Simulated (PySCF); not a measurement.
ClH3MoO3Si, multiplicity 1. Atoms are numbered in the order given.

```xyz
9

Mo     0.3128    -0.4325     0.0000
O      1.2795    -0.6674     1.3375
O      1.2795    -0.6674    -1.3375
Cl    -1.3723    -1.9556     0.0000
O     -0.3466     1.2839     0.0000
Si    -0.4363     2.9667     0.0000
H      0.2396     3.4751    -1.2252
H      0.2396     3.4751     1.2252
H     -1.8788     3.3312     0.0000
```

The structure is a stationary point at PBE0-D3(BJ)/def2-SVP. The multiplicity is an assumed one; other spin states were not compared. The def2 effective core potentials stand for the cores of Mo; spin–orbit coupling is left out. Other conformers were not sampled.

Calculation: PBE0-D3(BJ)/def2-SVP (PySCF 2.14.0).

Frequencies are harmonic and unscaled.

```tsv
mode	ν (cm⁻¹)	IR (km/mol)	Raman (Å⁴/amu)	depolarisation	moving atoms (share of kinetic energy)
1	28	0.3	0.1	0.75	O 44 %, H 33 %, Si 14 %
2	37	0.0	0.1	0.75	H 75 %, O 21 %
3	48	0.4	0.8	0.69	Cl 31 %, Si 26 %, O 23 %, Mo 10 %, H 10 %
4	159	3.8	2.9	0.68	O 52 %, Cl 23 %, Si 15 %
5	191	4.2	2.9	0.75	O 62 %, Cl 22 %, Mo 16 %
6	266	4.4	4.0	0.75	O 88 %, Mo 8 %
7	272	2.9	1.3	0.62	O 71 %, Cl 20 %
8	351	3.3	4.1	0.56	O 77 %, Cl 13 %
9	440	61.2	7.5	0.08	Cl 40 %, Mo 29 %, O 25 %
10	475	26.2	5.0	0.26	Mo 39 %, Si 38 %, O 10 %
11	708	47.0	10.4	0.75	H 84 %, Si 8 %
12	713	50.5	10.1	0.67	H 83 %, Si 8 %, O 8 %
13	937	990.8	23.3	0.66	H 64 %, Si 18 %, O 17 %
14	943	64.1	25.9	0.75	H 96 %
15	947	71.3	24.0	0.74	H 95 %
16	1041	266.5	2.1	0.65	O 65 %, H 28 %
17	1051	205.1	7.3	0.75	O 81 %, Mo 19 %
18	1086	104.4	40.2	0.01	O 90 %, Mo 8 %
19	2260	66.7	268.7	0.00	H 99 %
20	2269	100.0	86.1	0.75	H 96 %
21	2274	97.3	119.2	0.57	H 96 %
```
